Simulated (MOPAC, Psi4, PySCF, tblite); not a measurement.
Approach curve of the dimer CO ··· H3O+ (SMILES [C-]#[O+] and [OH3+]) (charge +1), singlet. Monomers: optimised at B3LYP-D3(BJ) (def2-TZVP), held rigid. Orientation: lowest of the rigid-body minima from ten starts at GFN2-xTB. R is the distance of the centres of mass, along which the second monomer moves.

- GFN2-xTB (tblite)
- RHF/6-31G* = restricted Hartree-Fock/6-31G*, spherical d, no counterpoise correction in PySCF
- PM3, restricted, heats of formation (MOPAC)
- CCSD(T)/aug-cc-pVDZ = DF-CCSD(T)/aug-cc-pVDZ, frozen core, counterpoise-corrected run with Psi4

Interaction energies in kcal/mol; the last columns give the difference from CCSD(T):

| R / Å | GFN2-xTB | RHF/6-31G* | PM3 | CCSD(T)/aug-cc-pVDZ | GFN2-xTB − CCSD(T)/aug-cc-pVDZ | RHF/6-31G* − CCSD(T)/aug-cc-pVDZ | PM3 − CCSD(T)/aug-cc-pVDZ |
|---|---|---|---|---|---|---|---|
| 3.13 | -14.81 | -3.95 | -30.33 | -9.23 | -5.58 | 5.28 | -21.10 |
| 3.32 | -17.05 | -9.35 | -28.54 | -13.20 | -3.84 | 3.85 | -15.34 |
| 3.50 | -15.95 | -10.83 | -23.15 | -13.54 | -2.42 | 2.71 | -9.61 |
| 3.71 | -13.39 | -10.41 | -17.33 | -12.22 | -1.16 | 1.81 | -5.11 |
| 4.03 | -9.63 | -8.16 | -11.51 | -9.44 | -0.19 | 1.28 | -2.08 |
| 4.29 | -7.47 | -6.18 | -8.22 | -7.39 | -0.07 | 1.22 | -0.82 |
| 4.80 | -5.03 | -3.27 | -4.69 | -4.57 | -0.47 | 1.30 | -0.13 |
| 5.55 | -3.29 | -1.27 | -2.71 | -2.48 | -0.81 | 1.21 | -0.23 |
| 6.49 | -2.14 | -0.48 | -1.65 | -1.35 | -0.78 | 0.87 | -0.30 |
| 7.85 | -1.29 | -0.14 | -0.94 | -0.70 | -0.59 | 0.56 | -0.24 |

GFN2-xTB is furthest from CCSD(T)/aug-cc-pVDZ at 3.13 (-5.58 kcal/mol, below); its mean absolute difference over the points is 1.59 kcal/mol.

RHF/6-31G* is furthest from CCSD(T)/aug-cc-pVDZ at 3.13 (5.28 kcal/mol, above); its mean absolute difference over the points is 2.01 kcal/mol.

PM3 is furthest from CCSD(T)/aug-cc-pVDZ at 3.13 (-21.10 kcal/mol, below); its mean absolute difference over the points is 5.49 kcal/mol.
